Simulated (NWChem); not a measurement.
Species: C$_{2}$H$_{6}$N anion

```xyz
9

C      1.1523     0.0000     0.1552
N      0.0000     0.0000    -0.6490
C     -1.1523     0.0000     0.1552
H      1.2465    -0.8922     0.8670
H      1.2465     0.8922     0.8670
H      2.0817     0.0000    -0.4504
H     -1.2465    -0.8922     0.8670
H     -2.0817     0.0000    -0.4504
H     -1.2465     0.8922     0.8670
```
Atoms are numbered in this order, from 1.

Results from NWChem. Pople sets run with spherical d functions. Geometry: optimised at B3LYP/def2-SVPD. The gas-phase anion has a positive highest level at the geometry level, so the gas reference is doubtful. Level: M06-2X/6-31+G* with SMD (1 M gas to 1 M solution), gas-phase geometry. Reactions with the solvent are ignored.

| solvent | dielectric constant | solvation free energy (kcal/mol) | cavity-dispersion-structure term (kcal/mol) |
|---|---|---|---|
| water | 78.4 | -73.8 | -3.4 |
| diethyl ether | 4.24 | -54.1 | -0.3 |
| cyclohexane | 2.02 | ? | -0.1 |
| chloroform | 4.71 | -56.6 | -1.0 |
| 1-propanol | 20.5 | -68.8 | -1.1 |
| benzene | 2.27 | -39.5 | -0.4 |

### Question
Complete the blanks.

### Answer

- cyclohexane, solvation free energy (kcal/mol): -35.2
